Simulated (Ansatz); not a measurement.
A structure relaxed at PBE-D4/def2-SVP in Ansatz, charge 0, singlet:

Cartesian coordinates in Å:
```
W 0.127 0.362 -0.317
S -0.780 0.297 1.813
S -0.458 2.214 0.953
S 0.201 -1.951 -0.365
S 0.910 -0.921 -2.084
```

Give its formula and point group.

WS₄. Point group C2v (tolerance 0.1 Å).

Summarise the bond lengths by kind (pairs closer than 1.2 times the sum of covalent radii, bridged metal pairs left out).

4 × S–W 2.32 Å; 2 × S–S 2.13 Å. The metal has 4 neighbours: S 2.32 Å, S 2.32 Å, S 2.32 Å, S 2.32 Å.

In the def2 sets W takes a core potential; there is no spin–orbit coupling. The restricted singlet is unstable towards broken spin symmetry in Hartree–Fock (as tested in another run); at PBE-D4/def2-SVP this wasn't settled. Another isomer (singlet) lies 1.92 eV lower at PBE0-D4/def2-TZVP; other spin states weren't run for this one.
